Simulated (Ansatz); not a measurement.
Species: sum formula H4SiNO3, charge -1, multiplicity 1. It need not be the lowest isomer of its formula. Whether it binds its extra electron was not tested at this geometry. 
Geometry from a B3LYP-D3(BJ)/def2-TZVP (Ansatz, a program for electronic structure) optimisation:
```
Si
N 1 1.6364
H 2 1.0133 1 117.61
O 1 1.6917 2 119.67 3 -48.39
H 4 0.9617 1 110.23 2 157.83
O 1 1.6936 2 107.24 3 -170.37
H 6 0.9627 1 104.97 2 13.74
O 1 1.7066 2 121.21 3 72.80
H 8 0.9605 1 109.07 2 42.58
```
Charge -1, spin multiplicity 1.

Basis-set convergence of Hartree-Fock and CCSD(T) correlation energies (hartree) with Ansatz. Valence correlation only, unless marked. No spin-orbit coupling. No relativistic terms.

```json
[
 {"basis": "aug-cc-pV(D+d)Z", "functions": "160", "E(HF)": "-570.52203", "E(corr, CCSD(T))": "-0.95582"},
 {"basis": "aug-cc-pV(T+d)Z", "functions": "331", "E(HF)": "[?]", "E(corr, CCSD(T))": "[?]"}
]
```

Task: Fill in the missing entries.

Result: 
- aug-cc-pV(T+d)Z, E(HF): -570.61572
- aug-cc-pV(T+d)Z, E(corr, CCSD(T)): -1.15370
